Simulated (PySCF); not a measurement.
This PySCF input asks for the NMR shieldings of `C=N[SiH2]N([SiH3])[SiH2]C`, C2H12N2Si3; the geometry comes from GFN2-xTB.

```python
import basis_set_exchange as bse
import numpy as np
from pyscf import gto, dft
from pyscf.prop import nmr

atoms = """
C     2.909617    0.426958    0.576027
N     1.796946    0.847814    0.203668
Si    0.886225    0.663460   -1.252626
N    -0.483944   -0.331963   -0.838768
Si   -0.224171   -2.042866   -0.682499
Si   -1.894480    0.444034   -0.155601
C    -1.609280    0.899215    1.662041
H     3.243401    0.626674    1.593149
H     3.609216   -0.134121   -0.051578
H     1.548583    0.011903   -2.386475
H     0.461151    2.023183   -1.557469
H     0.616419   -2.352854    0.484231
H    -1.533474   -2.673389   -0.538965
H     0.452661   -2.505932   -1.896799
H    -3.005416   -0.502257   -0.300762
H    -2.148362    1.635662   -0.972415
H    -2.431231    1.485395    2.061781
H    -1.506737    0.009043    2.277509
H    -0.696929    1.479292    1.768089
"""
names = dict.fromkeys(["C", "N", "Si", "H"], "pcSseg-1")
basis = {el: gto.basis.parse(bse.get_basis(n, elements=[el], fmt="nwchem")) for el, n in names.items()}
mol = gto.M(atom=atoms, basis=basis, charge=0, verbose=0)
mf = dft.RKS(mol, xc="PBE0")
mf.grids.level = 2
mf.grids.alignment = dft.numint.BLKSIZE   # the property module wants whole blocks of grid points
mf.conv_tol = 1e-9
mf.kernel()

calc = nmr.RKS(mf)   # GIAO
C = mf.mo_coeff
Co = C[:, mf.mo_occ > 0]
resp = mf.gen_response(singlet=True, hermi=2)
def vind(x):   # induced exchange potential for any number of trial vectors
    d = np.einsum("pi,xij,qj->xpq", C, 2 * x.reshape(-1, C.shape[1], Co.shape[1]), Co, optimize=True)
    return np.einsum("xpq,pi,qj->xij", resp(d - d.transpose(0, 2, 1)), C, Co, optimize=True).ravel()
mo1, _ = nmr.rhf.solve_mo1(calc, with_cphf=vind)
sigma = calc.kernel(mo1)
for i, s in enumerate(sigma):   # ppm
    w = np.linalg.eigvalsh((s + s.T) / 2)
    print("%2d %-2s iso %8.1f  s11 %8.1f  s22 %8.1f  s33 %8.1f" % (i, mol.atom_pure_symbol(i), w.mean(), *w))
```

Problem. What are the results?

Solution. 
```
 0 C  iso     16.1  s11    -75.0  s22     -5.4  s33    128.6
 1 N  iso   -159.9  s11   -561.0  s22   -187.0  s33    268.3
 2 Si iso    378.5  s11    354.2  s22    367.7  s33    413.6
 3 N  iso    244.4  s11    196.8  s22    252.8  s33    283.6
 4 Si iso    399.4  s11    352.3  s22    372.2  s33    473.8
 5 Si iso    364.3  s11    322.7  s22    348.3  s33    422.0
 6 C  iso    186.1  s11    174.8  s22    186.2  s33    197.5
 7 H  iso     23.1  s11     21.5  s22     23.0  s33     24.8
 8 H  iso     23.0  s11     20.8  s22     22.3  s33     26.0
 9 H  iso     26.5  s11     23.1  s22     24.7  s33     31.6
10 H  iso     26.2  s11     23.3  s22     24.9  s33     30.6
11 H  iso     27.1  s11     23.4  s22     25.4  s33     32.5
12 H  iso     26.9  s11     23.5  s22     25.8  s33     31.6
13 H  iso     27.0  s11     23.4  s22     25.1  s33     32.5
14 H  iso     26.7  s11     22.9  s22     25.7  s33     31.4
15 H  iso     26.5  s11     22.6  s22     25.5  s33     31.5
16 H  iso     31.9  s11     27.6  s22     28.0  s33     40.0
17 H  iso     31.3  s11     27.4  s22     29.5  s33     37.1
18 H  iso     30.8  s11     26.0  s22     29.8  s33     36.6
```

These numbers come from an equivalent density-fitted implementation of the same equations, which agrees with the script to about 0.01 ppm for H and up to a few tenths of a ppm for heavy atoms, so last digits may differ.

Problem. Turn these shieldings into chemical shifts. Scale: TMS for ¹³C (σ = 186.93 ppm), ²⁹Si (σ = 349.16 ppm), ¹H (σ = 31.72 ppm); ¹⁵N (σ = 267.73 ppm) against NH3 (reference shieldings calculated alike).

Solution. Averaging equivalent atoms: C 0: 170.8; C 6: 0.8; N 1: 427.6; N 3: 23.3; Si 5: -15.2; Si 2: -29.3; Si 4: -50.3; H 8: 8.68; H 7: 8.63; H 9/10: 5.36; H 14/15: 5.11; H 11/12/13: 4.70; H 16/17/18: 0.39 ppm. Experimental scales use liquid or dissolved standards, which lie at an offset from isolated NH3 (liquid NH3: subtract about 20 ppm). Unscaled 15N shifts of sp2 nitrogen come out 20 to 40 ppm too high even then.

Size and cost of the density-fitted run: 200 basis functions, 49 s wall time on 1 thread of an Arm Neoverse V1, shared host; peak memory 0.91 GiB.
